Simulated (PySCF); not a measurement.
Two species compared at the same levels of theory.

First species: C3H13GeNOSi.
Atom-mapped SMILES: `[CH3:1][N:2]([CH3:3])[Ge@@H:4]([CH3:5])[O:6][SiH3:7]` (hydrogens: H8, H9, H10 on C1; H11, H12, H13 on C3; H14 on Ge4; H15, H16, H17 on C5; H18, H19, H20 on Si7)

Structure used (PBE0-D3(BJ)/def2-SVP), in Å, numbered top down from 1:
```xyz
20
C3H13GeNOSi angstrom
C     -1.6213   -1.3213   -0.8534
N     -1.0579   -0.2013   -0.1468
C     -1.3036   -0.2047    1.2707
Ge     0.2036    0.8598   -0.9206
C      0.3685    2.5441    0.0180
O      1.8184    0.0719   -0.8307
Si     2.3415   -1.1604    0.1416
H     -1.4183   -1.2440   -1.9325
H     -1.2150   -2.2941   -0.5084
H     -2.7205   -1.3625   -0.7271
H     -0.8834   -1.0987    1.7758
H     -0.8614    0.6806    1.7512
H     -2.3890   -0.1877    1.4895
H     -0.1162    0.9496   -2.4196
H      0.7608    2.3783    1.0316
H      1.0768    3.1904   -0.5197
H     -0.6027    3.0545    0.0846
H      3.7847   -1.4114   -0.1418
H      1.5760   -2.4255   -0.1006
H      2.1930   -0.8131    1.5934
```

Second species: Ge₄H₁₀.
Structure used (PBE0-D3(BJ)/def2-SVP), in Å, numbered top down from 1:
```xyz
14
Ge4H10 angstrom
Ge    -0.117    2.203   -0.770
Ge     0.085    0.158    0.518
Ge     2.018   -1.133   -0.176
Ge    -1.931   -1.153    0.208
H      1.107    3.112   -0.561
H     -0.224    1.856   -2.267
H     -1.386    2.970   -0.351
H      0.232    0.518    2.013
H      3.316   -0.329    0.028
H      1.888   -1.488   -1.669
H      2.109   -2.439    0.635
H     -1.920   -2.403    1.109
H     -3.179   -0.312    0.539
H     -2.018   -1.605   -1.262
```

Levels: PBE0/def2-SVPD for dipole moment, HOMO energy, LUMO energy, HOMO–LUMO gap, static isotropic polarisability and electronic spatial extent ⟨r²⟩ about the centre of nuclear charge; TDDFT PBE0/def2-SVPD for lowest singlet excitation; TDA PBE0/def2-SVPD for lowest triplet excitation (Tamm–Dancoff); ΔSCF PBE0/def2-SVPD for vertical ionisation energy; PBE0-D3(BJ)/def2-SVP for rotational constant A and rotational constant C. Geometries: PBE0-D3(BJ)/def2-SVP. Each structure is a single optimised conformer of the isolated species, non-relativistic unless stated. Electronic properties by PySCF.

The conformers computed, where there is a choice (atom-mapped SMILES and torsion angles):
- `[CH3:1][N:2]([CH3:3])[Ge@@H:4]([CH3:5])[O:6][SiH3:7]`: C1–N2–Ge4–C5 163°, N2–Ge4–O6–Si7 -18°

```
                                                         property    column X    column Y
                                                    dipole moment      1.90 D      0.12 D
                                                      HOMO energy    -6.36 eV    -7.77 eV
                                                      LUMO energy     0.28 eV    -0.35 eV
                                                    HOMO–LUMO gap     6.64 eV     7.42 eV
                                        lowest singlet excitation     5.61 eV     6.46 eV
                         lowest triplet excitation (Tamm–Dancoff)     5.39 eV     5.75 eV
                                  static isotropic polarisability    104.7 au    140.6 au
                                       vertical ionisation energy     8.13 eV     9.40 eV
electronic spatial extent ⟨r²⟩ about the centre of nuclear charge  1449 bohr²  2368 bohr²
                                            rotational constant A   1.618 GHz   0.765 GHz
                                            rotational constant C   0.943 GHz   0.405 GHz
```

Question: Which column belongs to which species?

Answer: Column X is the first species and column Y the second. The first has 20 atoms and 92 electrons, the second 14 and 138.

Question: How does each property change from the first species to the second?

Answer: dipole moment -1.78 D; HOMO energy -1.41 eV; LUMO energy -0.63 eV; HOMO–LUMO gap +0.78 eV; lowest singlet excitation +0.85 eV; lowest triplet excitation (Tamm–Dancoff) +0.36 eV; static isotropic polarisability +35.9 au; vertical ionisation energy +1.27 eV; electronic spatial extent ⟨r²⟩ about the centre of nuclear charge +919 bohr²; rotational constant A -0.853 GHz; rotational constant C -0.538 GHz.

On the first: The principal polarisabilities are 98.4, 106.7 and 109.2 au; their mean is the isotropic value. The ΔSCF ionisation energy exceeds −ε(HOMO) by 1.77 eV with PBE0. The calculation is non-relativistic and has no spin–orbit coupling, an omission that weighs most on germanium.

On the second: The ΔSCF ionisation energy exceeds −ε(HOMO) by 1.63 eV with PBE0. The principal polarisabilities are 114.5, 152.9 and 154.4 au; their mean is the isotropic value. The calculation is non-relativistic and has no spin–orbit coupling, an omission that weighs most on germanium.
